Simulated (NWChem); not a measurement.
Molecule: PbHSBr, singlet; SMILES [SH][Pb][Br]

```xyz
4

Pb     0.4867    -0.5320     0.0000
Br    -0.2408     1.9968     0.0000
S     -1.8779    -1.4697     0.0000
H     -1.4364    -2.7497     0.0000
```
Atoms are numbered in this order, from 1.

Computed with NWChem. Low-valent species are run as closed-shell singlets; no triplet was tried in these runs. Coordinates come from a PBE0/def2-SVP optimisation. def2 effective core potentials on Pb; no spin-orbit coupling. Total energies compare along this basis series because the functional is fixed.

| level | basis functions | energy (Ha) | highest occupied level (eV) | orbital gap (eV) | dipole (D) | relative time |
|---|---|---|---|---|---|---|
| PBE/def2-SVP | 81 | -3164.9523 | -6.15 | 2.79 | 4.24 | 1 |
| PBE/def2-SVPD | 108 | -3164.9660 | -6.42 | 2.85 | 4.29 | 2 |
| PBE/def2-TZVP | 141 | -3165.4151 | -6.33 | 2.83 | 4.33 | 5 |
| PBE/def2-TZVPD | 168 | -3165.4170 | -6.39 | 2.84 | 4.26 | 7 |
| PBE/def2-TZVPP | 154 | -3165.4158 | -6.33 | 2.83 | 4.31 | 5 |

Times are rough ratios from one shared machine.
